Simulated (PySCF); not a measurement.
Atoms are numbered as in `[CH3:1][c:2]1[pH:3][cH:4][c:5]([SiH3:6])[c:7]1[CH3:8]`. Hydrogens are named by the atom that carries them.

- GIAO PBE0/pcSseg-1 shieldings
- coordinates at the GFN2-xTB level
- code: PySCF 2.14.0 with density-fitted response routines
- gas phase, a single conformation, no relativistic terms, equivalent nuclei averaged

δ = σ(ref) − σ, references computed at the same level: TMS for ¹³C.

Do the ¹³C shifts follow the atomic charges (in e)? Tabulate both.

## Answers


| atoms | hybridisation | δ (ppm) | σ para (ppm) | Hirshfeld | IAO | Mulliken | ESP-fitted |
| --- | --- | --- | --- | --- | --- | --- | --- |
| C5 | sp2 | 157.1 | -229 | -0.10 | -0.27 | -0.29 | -0.32 |
| C7 | sp2 | 154.4 | -229 | -0.01 | -0.00 | -0.18 | +0.29 |
| C4 | sp2 | 151.1 | -227 | -0.11 | -0.36 | -0.37 | -0.15 |
| C2 | sp2 | 146.9 | -228 | -0.05 | -0.20 | -0.60 | +0.10 |
| C8 | sp3 | 17.0 | -79 | -0.12 | -0.43 | -0.13 | -0.64 |
| C1 | sp3 | 15.7 | -74 | -0.12 | -0.43 | -0.14 | -0.62 |

Correlation coefficients of δ with charge over these carbons: Hirshfeld +0.59, IAO +0.70, Mulliken -0.61, ESP-fitted +0.82; with the paramagnetic shielding -1.00. Among the 4 sp2 carbons alone: Hirshfeld -0.11, IAO +0.13, Mulliken +0.87, ESP-fitted -0.34. With so few points, grouped by hybridisation, these coefficients are fragile. Charge is one influence among several: hybridisation and low-lying excitations act through the paramagnetic term.

Shifts are as computed. Against solution values, carbons near 30 ppm lie about +3 ppm off and those near 130 ppm about +5 ppm. Of 1211 compounds with measured shifts, 218 miss one by over three times the rms of a fit or turn the order of signals round; such compounds aren't used in these exercises.
